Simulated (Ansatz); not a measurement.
Ideal-gas functions of `[F][Ge][SH]` at 298.15 K and 1 bar, from an Ansatz frequency run at PBE0-D4/def2-TZVP.

Molar mass 124.68 g/mol, point group Cs (symmetry number 1), electronic degeneracy 1, moments of inertia 43.286, 134.096, 177.383 u Å². Harmonic wavenumbers (cm⁻¹, unscaled): 191, 363, 394, 663, 705, 2704.

Use S(trans) = R[1.5 ln M + 2.5 ln T − 1.1517]; rotational temperatures θ = 24.2544 K / I; S(rot) = R[ln(√π/σ · √(T³/θAθBθC)) + 1.5]; for each mode x = 1.438777 ν̃/T, S = R[x/(eˣ − 1) − ln(1 − e⁻ˣ)] and H = RT x/(eˣ − 1); 1 cm⁻¹ = 0.0119627 kJ/mol; R = 8.31446 J/(mol·K).

Task: By hand: the entropy, in J/(mol·K).

Result: Translation 169.0. Rotation: θ = 0.5603, 0.1809, 0.1367 K, giving 106.1. Vibration, mode by mode: 9.28, 4.64, 4.12, 1.48, 1.26, 0.00, in all 20.8. Electronic 0.0. Sum 295.9 J/(mol·K).

Task: By hand: H − E and G − E in kJ/mol, counted from the electronic energy.

Result: Zero-point energy ½ × 5020 × 0.0119627 = 30.0; thermal vibration 3.9; translation, rotation and pV give 4 RT = 9.9. H − E = 43.8 kJ/mol, and G − E = 43.8 − 298.15 × 295.9/1000 = -44.4 kJ/mol.

Vibration gives 7 % of the entropy. The sum counts one conformer and one mirror image; others add a mixing term.
